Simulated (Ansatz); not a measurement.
Two isomers of CH5AlOSi: A = `C[SiH]1[O][AlH]1`, B = `[CH2]1O[SiH2][AlH]1`.

Calculated with Ansatz (gas phase, PBE0-D4/def2-TZVP geometries, no zero-point term in ΔE). CCSD(T)/CBS is the MP2 limit (def2-TZVPP, def2-QZVPP) plus CCSD(T) − MP2 in def2-TZVPP, frozen cores. DFT in def2-TZVPP. B3LYP here is the variant with VWN-RPA as its local correlation; programs differ in this.

Which isomer does CCSD(T)/CBS put lower? Give the gap. (Estimate.)

Ansatz gave: A, by 170.4 kJ/mol.

Give E(B) − E(A) in kJ/mol with CCSD(T)/def2-TZVPP, CCSD/def2-TZVPP, LDA (SPW92), ωB97M-V, B3LYP-D4, CCSD(T)/def2-SVP, MP2/def2-TZVPP. (An estimate is asked.)

Computed: CCSD(T)/def2-TZVPP 168.5, CCSD/def2-TZVPP 166.4, LDA (SPW92) 160.9, ωB97M-V 166.6, B3LYP-D4 163.8, CCSD(T)/def2-SVP 155.6, MP2/def2-TZVPP 178.4. None reverses the order clearly.

Does the order hold for the free energy at 298.15 K (harmonic terms from PBE0-D4)? (Estimate.)

Computed: Yes: G(B) − G(A) = +165.5 kJ/mol.

Largest T1 diagnostic: 0.015.

Leaving LDA and LC-ωPBE aside and taking each functional with its dispersion term where it has one, the values, not all of them listed here, spread over 17.0 kJ/mol, from ωB97X-V to r2SCAN-D4. At CCSD(T), def2-SVP lies −14.8 kJ/mol from the extrapolated value and def2-TZVPP −1.9 kJ/mol.
